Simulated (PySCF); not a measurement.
Several compounds and their computed core spectra got separated.

Method: PySCF 2.14.0, delta-SCF UKS SCAN, pcX-2 on the ionised atom, pcseg-1 elsewhere, spin-free X2C. Geometries: GFN2-xTB; isolated species, one conformer each.

Line lists (1s up to Mg, 2p3/2 beyond; areas count atoms within a level, one atom standing for each set equivalent by bonding):
1. C 1s: 291.48 (area 1), 291.68 (area 1), 295.86 (area 1) eV; O 1s: 538.21 (area 1), 540.45 (area 1) eV
2. C 1s: 290.40 (area 1), 290.89 (area 1), 293.34 (area 1) eV; F 1s: 692.59 eV
3. N 1s: 403.72 eV; O 1s: 538.49 eV; Si 2p3/2: 107.06 (area 1), 107.28 (area 1) eV

Structures:
A. `C=CCF`
B. `O[SiH]1N[SiH2]N1`
C. `O=C(O)C#C`

Question: Which list belongs to which compound?

Answer: 
- 1 = C: no other candidate has this set of levels. C 1s: 291.48 terminal alkyne carbon, 291.68 alkyne carbon, 295.86 carboxylic acid carbon; O 1s: 538.21 acid carbonyl oxygen, 540.45 acid hydroxyl oxygen.
- 2 = A: no other candidate has this set of levels. C 1s: 290.40 terminal =CH2 carbon, 290.89 alkene CH carbon, 293.34 sp3 C–F carbon; F 1s: 692.59 alkyl fluorine.
- 3 = B: no other candidate has this set of levels. N 1s: 403.72 nitrogen bridging silicon atoms (×2); O 1s: 538.49 silanol oxygen; Si 2p3/2: 107.06 SiH2 silicon, 107.28 oxygen-bound silicon.

For 2p shells one spin-free hole was relaxed; a mean-field spin–orbit operator and the ground-state splitting of the three 2p orbitals were then diagonalised within the shell. The shell's mean is (2 × 2p3/2 + 2p1/2)/3, and the degeneracies 2j + 1 give areas of 2:1. 2 of these hole states are spin-contaminated (⟨S²⟩ up to 0.86, against 0.75; counted from 0.85) and less certain.
